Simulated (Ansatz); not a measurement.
`[CH3][GeH3]` + `O=CO` → `O=C[O][GeH3]` + CH₄ at 400 K and 1 bar (ligand exchange at a Ge–C bond).

Calculated with Ansatz (gas phase, PBE0-D4/def2-TZVP geometries, no zero-point term in ΔE). CCSD(T)/CBS adds triple-zeta CCSD(T) − MP2 to the extrapolated MP2 energy (def2 sets, frozen cores). This one scheme is used for every species. For Ge outer-core shells are correlated without core-valence functions, which leaves a few kJ/mol of doubt a bond. Scalar relativity is left out up to krypton. Each species was taken in one conformer, which may not be the lowest.

```tsv
species	CCSD(T)/CBS energy (Eh)	H − E (kJ/mol)	S (J/(mol·K))
`[CH3][GeH3]`	-2117.76728	178.0	291.9
`O=CO`	-189.60296	105.1	262.3
`O=C[O][GeH3]`	-2266.92775	150.8	339.1
CH₄	-40.46206	131.3	197.2
```

H − E and S are ideal-gas, rigid-rotor, harmonic terms from PBE0-D4/def2-TZVP, for one conformer and one mirror image of each species. 1 Eh = 2625.50 kJ/mol, R = 8.31446 J/(mol·K).

Problem. By hand: ΔE, ΔH, ΔS and ΔG.

Solution. ΔE = (-2266.92775) + (-40.46206) − (-2117.76728) − (-189.60296) = -0.01957 Eh = -51.4 kJ/mol. Δ(H − E) = 150.8 + 131.3 − 178.0 − 105.1 = -1.0, so ΔH = -52.4 kJ/mol. ΔS = 339.1 + 197.2 − 291.9 − 262.3 = -17.9 J/(mol·K). ΔG = -52.4 − 400 × (-17.9)/1000 = -45.2 kJ/mol.

Problem. By hand: the equilibrium constant, and the temperature at which ΔG would vanish if ΔH and ΔS stayed fixed.

Solution. log₁₀ K = −ΔG/(RT ln 10) = 5.9. ΔG = 0 at ΔH/ΔS = 2927 K, far beyond where these terms or the molecules hold.

ΔH outweighs TΔS. A doubt of 5 kJ/mol in ΔE shifts log₁₀ K by 0.7 here. Other conformers and mirror images would add mixing entropy, several J/(mol·K) or more a flexible species. These are equilibria of isolated gas molecules and say nothing of rates. Largest T1 diagnostic: 0.016 (customary marks: 0.02 for closed shells, 0.045 for open ones).
